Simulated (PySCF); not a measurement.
SbCl₂Br, SMILES [Cl][Sb]([Br])[Cl]. Coordinates come from a r2SCAN-D4/def2-SVP optimisation. The def2 effective core potentials stand for the cores of Sb; spin–orbit coupling is left out.

All values below come from r2SCAN-D4/def2-SVP in PySCF 2.14.0.

Harmonic wavenumbers (cm⁻¹): 95, 106, 132, 253, 360, 369. Rotational constants (GHz): 1.617, 0.9643, 0.7573; symmetry number 1.

Problem. Work out the zero-point energy and the ideal-gas rigid-rotor harmonic-oscillator thermochemistry at 298.15 K and 1 atm.

Solution. ZPE = ½ Σ hcν = ½ × 1315 cm⁻¹ = 1.88 kcal/mol. H − E(el) = 6.33 kcal/mol. Entropy in cal/(mol K): translation 42.71, rotation 29.99, vibration 13.74, total 86.43. G − E(el) = -19.44 kcal/mol. Cp = 18.61 cal/(mol K). Modes under 150 cm⁻¹ make the vibrational entropy uncertain.
